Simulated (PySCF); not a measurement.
C₅H₁₀N (SMILES C[C]=NC(C)C), doublet, at a GFN2-xTB geometry; PySCF with DF-TPSS/STO-3G.

Here is a job for PySCF.
```python
from pyscf import gto, scf, dft

mol = gto.M(
    atom='''
C     2.670899    0.279075    0.543485
C     1.200114    0.307576    0.508086
N     0.460203    0.115121   -0.464430
C    -0.971874    0.126020   -0.518744
C    -1.630740    0.609295    0.776100
C    -1.448310   -1.280574   -0.888600
H     3.033960    1.251467    0.874806
H     3.116674    0.042139   -0.427941
H     2.992035   -0.462417    1.274317
H    -1.235074    0.811400   -1.336724
H    -1.371270   -0.060744    1.592464
H    -1.279177    1.607894    1.024165
H    -2.711302    0.631085    0.661402
H    -2.524092   -1.283783   -1.043262
H    -0.959692   -1.614109   -1.800607
H    -1.204019   -1.977136   -0.089578
''',
    basis='sto-3g',
    charge=0,
    spin=1,
    verbose=4,
)

mf = dft.UKS(mol)
mf.xc = 'tpss'
mf = mf.density_fit(auxbasis='def2-universal-jkfit')
mf.kernel()
```

The log (banner, timings and long lists left out):

```
PySCF version 2.14.0

[INPUT] verbose = 4
[INPUT] num. atoms = 16
[INPUT] num. electrons = 47
[INPUT] charge = 0
[INPUT] spin (= nelec alpha-beta = 2S) = 1
[INPUT] symmetry False subgroup None
[INPUT] Mole.unit = angstrom
[INPUT] Symbol           X                Y                Z      unit          X                Y                Z       unit  Magmom
[INPUT]  1 C      2.670899000000   0.279075000000   0.543485000000 AA    5.047267616375   0.527375318213   1.027037802809 Bohr   0.0
[INPUT]  2 C      1.200114000000   0.307576000000   0.508086000000 AA    2.267886778256   0.581234402489   0.960143387726 Bohr   0.0
[INPUT]  3 N      0.460203000000   0.115121000000  -0.464430000000 AA    0.869657631703   0.217547161186  -0.877645504032 Bohr   0.0
[INPUT]  4 C     -0.971874000000   0.126020000000  -0.518744000000 AA   -1.836575687586   0.238143286218  -0.980284088761 Bohr   0.0
[INPUT]  5 C     -1.630740000000   0.609295000000   0.776100000000 AA   -3.081651980373   1.151400679067   1.466616445275 Bohr   0.0
[INPUT]  6 C     -1.448310000000  -1.280574000000  -0.888600000000 AA   -2.736909243469  -2.419934142239  -1.679210634289 Bohr   0.0
[INPUT]  7 H      3.033960000000   1.251467000000   0.874806000000 AA    5.733353472885   2.364929883931   1.653143752126 Bohr   0.0
[INPUT]  8 H      3.116674000000   0.042139000000  -0.427941000000 AA    5.889660279553   0.079631169163  -0.808691287472 Bohr   0.0
[INPUT]  9 H      2.992035000000  -0.462417000000   1.274317000000 AA    5.654126705113  -0.873841485343   2.408110125877 Bohr   0.0
[INPUT] 10 H     -1.235074000000   0.811400000000  -1.336724000000 AA   -2.333951603571   1.533323777472  -2.526042264133 Bohr   0.0
[INPUT] 11 H     -1.371270000000  -0.060744000000   1.592464000000 AA   -2.591324742832  -0.114789523711   3.009320823229 Bohr   0.0
[INPUT] 12 H     -1.279177000000   1.607894000000   1.024165000000 AA   -2.417294194843   3.038479297331   1.935391356365 Bohr   0.0
[INPUT] 13 H     -2.711302000000   0.631085000000   0.661402000000 AA   -5.123618220986   1.192577811321   1.249868638240 Bohr   0.0
[INPUT] 14 H     -2.524092000000  -1.283783000000  -1.043262000000 AA   -4.769842593206  -2.425998273373  -1.971479456166 Bohr   0.0
[INPUT] 15 H     -0.959692000000  -1.614109000000  -1.800607000000 AA   -1.813555043936  -3.050223945196  -3.402654087975 Bohr   0.0
[INPUT] 16 H     -1.204019000000  -1.977136000000  -0.089578000000 AA   -2.275266158773  -3.736245551018  -0.169277886786 Bohr   0.0

nuclear repulsion = 230.005671360798
number of shells = 28
number of NR pGTOs = 120
number of NR cGTOs = 40
basis = sto-3g
ecp = {}

******** <class 'pyscf.df.df_jk.DFUKS'> ********
method = DFUKS
initial guess = minao
damping factor = 0
level_shift factor = 0
DIIS = <class 'pyscf.scf.diis.CDIIS'>
diis_start_cycle = 1
diis_space = 8
diis_damp = 0
SCF conv_tol = 1e-09
SCF conv_tol_grad = None
SCF max_cycles = 50
direct_scf = False
number electrons alpha = 24  beta = 23
XC library pyscf.dft.libxc version 7.1.2
    S. Lehtola, C. Steigemann, M. J. T. Oliveira, and M. A. L. Marques,  SoftwareX 7, 1–5 (2018)
XC functionals = tpss
    J. Tao, J. P. Perdew, V. N. Staroverov, and G. E. Scuseria,  Phys. Rev. Lett. 91, 146401 (2003)
    J. P. Perdew, J. Tao, V. N. Staroverov, and G. E. Scuseria,  J. Chem. Phys. 120, 6898 (2004)
    J. Tao, J. P. Perdew, V. N. Staroverov, and G. E. Scuseria,  Phys. Rev. Lett. 91, 146401 (2003)
    J. P. Perdew, J. Tao, V. N. Staroverov, and G. E. Scuseria,  J. Chem. Phys. 120, 6898 (2004)
radial grids:
    Treutler-Ahlrichs [JCP 102, 346 (1995); DOI:10.1063/1.469408] (M4) radial grids

becke partition: Becke, JCP 88, 2547 (1988); DOI:10.1063/1.454033
pruning grids: <function nwchem_prune>
grids dens level: 3
symmetrized grids: False
atomic radii adjust function: <function treutler_atomic_radii_adjust>
small_rho_cutoff = 0
Set gradient conv threshold to 3.16228e-05
tot grids = 182576
init E= -248.653148223232

cycle= 1 E= -248.205591790421  delta_E= 0.448  |g|= 0.204  |ddm|= 3.53
cycle= 2 E= -248.110493532896  delta_E= 0.0951  |g|= 0.461  |ddm|= 0.74
cycle= 3 E= -248.224225157094  delta_E= -0.114  |g|= 0.121  |ddm|= 0.61
cycle= 4 E= -248.233029843924  delta_E= -0.0088  |g|= 0.0111  |ddm|= 0.152
cycle= 5 E= -248.233112104835  delta_E= -8.23e-05  |g|= 0.00359  |ddm|= 0.0218
cycle= 6 E= -248.233124401741  delta_E= -1.23e-05  |g|= 0.000934  |ddm|= 0.00722
cycle= 7 E= -248.233126142737  delta_E= -1.74e-06  |g|= 0.000536  |ddm|= 0.00323
cycle= 8 E= -248.233126680525  delta_E= -5.38e-07  |g|= 0.000168  |ddm|= 0.00194
cycle= 9 E= -248.233126750055  delta_E= -6.95e-08  |g|= 2.36e-05  |ddm|= 0.000886
cycle= 10 E= -248.233126750996  delta_E= -9.41e-10  |g|= 8.33e-06  |ddm|= 9.57e-05
Extra cycle  E= -248.233126750984  delta_E= 1.19e-11  |g|= 1.13e-05  |ddm|= 2.81e-05
converged SCF energy = -248.233126750984  <S^2> = 0.75183886  2S+1 = 2.001838
```
